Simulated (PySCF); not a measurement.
C3H4F5NSi.
Z-matrix (Å and degrees, PBE0-D3(BJ)/def2-SVP geometry), rows numbered from 1:
```
F 
C   1  1.3296
F   2  1.3293  1  108.63
F   2  1.3219  1  108.91  3  -118.61
C   2  1.5401  1  109.87  3   119.59
F   5  1.3451  2  107.52  1   176.84
F   5  1.3435  2  107.78  1    59.65
C   5  1.5274  2  112.66  1   -63.05
N   8  1.2510  5  125.92  2    87.93
Si  9  1.7565  8  137.83  5    -1.06
H   8  1.1074  5  112.33  2   -92.11
H  10  1.4897  9  104.95  8   116.11
H  10  1.4925  9  117.50  8    -6.22
H  10  1.4894  9  104.95  8  -127.79
```

Linear response at CAM-B3LYP/def2-SVPD (PySCF, frozen core in the response, non-relativistic).

Static isotropic polarisability: 74.86 au (11.09 Å³), principal values 63.1, 69.0, 92.6 au.

(1) What is the polarisability at 1064 nm and at the sodium D line?

(2) What is the isotropic C6 coefficient between two such molecules, C6 = (3/π)∫α(iω)² dω?

(3) Which effective excitation energy ω̄ makes London's formula C6 = (3/4)α²ω̄ exact here?

(4) How anisotropic is the static polarisability, by Δα² = ½[(α1 − α2)² + (α2 − α3)² + (α3 − α1)²]?

(5) What does −C6/R⁶ come to at R = 12 Å between centres?

(6) What three-body coefficient follows from the one-pole estimate C9 = (3/4)·α·C6?

(7) What molar refraction at the D line follows from R = (4π/3)·N_A·α′, with α′ the polarisability volume?

(8) How many electrons N does the Slater–Kirkwood formula C6 = (3/4)·√N·α^(3/2) need to give this C6?

(9) The lowest 6 singlets have (eV, f): 3.81, 0.001; 7.05, 0.008; 7.33, 0.297; 7.46, 0.007; 7.67, 0.167; 8.08, 0.006. What share of the static polarisability do they carry in the sum over states α = Σ f/ω²?

Answers

(1) 75.46 au at 1064 nm (+0.8 %), 76.86 au at 589.3 nm (+2.7 %). The rise at 589.3 nm is 3.37 times that at 1064 nm; a pure ω² law gives 3.26. The lowest singlet lies at 326 nm, shorter than both wavelengths.

(2) 2523 au (Eh·bohr⁶) by a ten-point quadrature over imaginary frequencies, which is 1510 eV·Å⁶ or 145 J·nm⁶/mol.

(3) ω̄ = 4·C6/(3α²) = 0.600 Eh = 16.3 eV. A one-pole form α(ω) = α/(1 − ω²/ω̄²) fitted to the 1064 nm value gives 13.1 eV.

(4) Δα = 27.0 au, or 0.36 of the isotropic value.

(5) -49 J/mol. This is the leading, orientation-averaged term; C8 and higher terms are left out.

(6) 142000 au. This is an estimate from the two numbers above, not a computed integral.

(7) α′ = 11.39 Å³ gives R = 28.73 cm³/mol, for isolated, non-vibrating species.

(8) N = (4·C6/3)²/α³ = 27.0; the species has 88 electrons in all.

(9) 6.51 au, 8.7 % of α; the largest term, 4.09 au, is that of the state at 7.33 eV. Their oscillator strengths add up to 0.49. Higher states carry the rest.

Rough CPU time on one thread of a shared machine: about 2.6 min. This is the whole response run at CAM-B3LYP/def2-SVPD, SCF included.

One conformer stands for the species.
